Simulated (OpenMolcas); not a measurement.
Ar3+: effect of the IPEA shift

| Item | Value |
| --- | --- |
| Program | OpenMolcas |
| Basis | ANO-R2 [5s4p3d1f] |
| Scalar Hamiltonian | X2C, finite nucleus |
| Active space | 5 electrons in 4 orbitals (3s 3p) |
| State averaging | 2S+1 = 4 odd, 1 root; 2S+1 = 2 odd, 8 roots; 2S+1 = 4 even, 3 roots; 2S+1 = 2 even, 9 roots |
| Spin-orbit coupling | state interaction with AMFI integrals over the reference wave functions, term energies averaged over their components |

Methods on the same reference wave functions:
A. CASSCF
B. SS-CASPT2, IPEA 0.25 Eh, imaginary shift 0.1 Eh (closed shells correlated: 2s 2p)
C. SS-CASPT2, IPEA 0.5 Eh, imaginary shift 0.1 Eh (closed shells correlated: 2s 2p)

Energies in cm⁻¹ above 3s² 3p³ ⁴S°_3/2, the measured ground level; measured values from Saloman, J. Phys. Chem. Ref. Data 39, 033101 (2010).

```tsv
Level	A	B	C	Measured
3s² 3p³ ⁴S°_3/2	0.0	0.0	0.0	0.0
3s² 3p³ ²D°_3/2	25938	22060	21780	21091
3s² 3p³ ²D°_5/2	26088	22170	21890	21220
3s² 3p³ ²P°_1/2	36301	35970	35560	34855
3s² 3p³ ²P°_3/2	36447	36080	35670	35032
3s 3p⁴ ⁴P_5/2	125975	121590	121900	117563
3s 3p⁴ ⁴P_3/2	126926	122550	122860	118516
3s 3p⁴ ⁴P_1/2	127471	123090	123400	119043
3s 3p⁴ ²D_3/2	176602	157440	160230	145921
3s 3p⁴ ²D_5/2	176624	157460	160250	145999
3s 3p⁴ ²S_1/2	202362	190580	192220	177832
3s 3p⁴ ²P_3/2	224156	203390	205130	222956
3s 3p⁴ ²P_1/2	225310	204560	206310	224019
```

Deviations, from unrounded energies. A percentage is the sum of absolute deviations over the sum of measured energies, with the sign that they share, or ± where signs differ.

```json
{"Against measurement": "mean absolute deviation (cm-1)", "Levels": "12", "A": "11000", "B": "7600", "C": "7900"}
{"Against measurement": "other terms of the ground configuration (%)", "Levels": "4", "A": "+11.2", "B": "+3.6", "C": "+2.4"}
{"Against measurement": "other configurations (%)", "Levels": "8", "A": "+8.9", "B": "±6.8", "C": "±7.2"}
```

B, C lie about equally close to measurement and A furthest from it. The largest miss of B in the table is 3s 3p⁴ ²P_3/2, by -20000 cm-1. The ranking rests on the paired levels alone, and a cruder setting can come out closer through cancelling errors.

Between B and C the level of the table that moves most is 3s 3p⁴ ²D_3/2, by 2800 cm-1 (lowest in B, highest in C). Moves below CASPT2's spread within the term are not significant.

The mean deviations of B to C differ by less than CASPT2's widest spread within a term (660 cm-1), so their order carries little weight.

From A to B the spin-free energies of the other terms of 3s² 3p³ shown, above ⁴S°, scale by factors of 0.85 to 0.99.

The lowest spin-free term lies below A's lowest term by 0.297 hartree in B, 0.288 hartree in C.

CASPT2 does not keep the components of a term degenerate, so their means are used; among the terms shown or strongly mixed into the levels shown the widest spread is 660 cm-1 (3s 3p⁴ ²D, B). Over all roots computed the reference weight is 0.88 to 0.96 in B, 0.91 to 0.97 in C; the roots of lowest weight are the least certain, and an intruder state may touch them. Terms of s pⁿ other than that of highest spin mix with s² pⁿ⁻² d, which this space lacks; all of them can be thousands of cm-1 off, and some have no real level of that name. Measured partners are found by configuration, term and J. A level has none where our copy of the source lacks it or the pairing is in doubt (some pairs that miss far off the trend of their configuration count as doubtful), and it then counts in no deviation. Levels of configurations outside the active space are missing.

° marks odd parity.
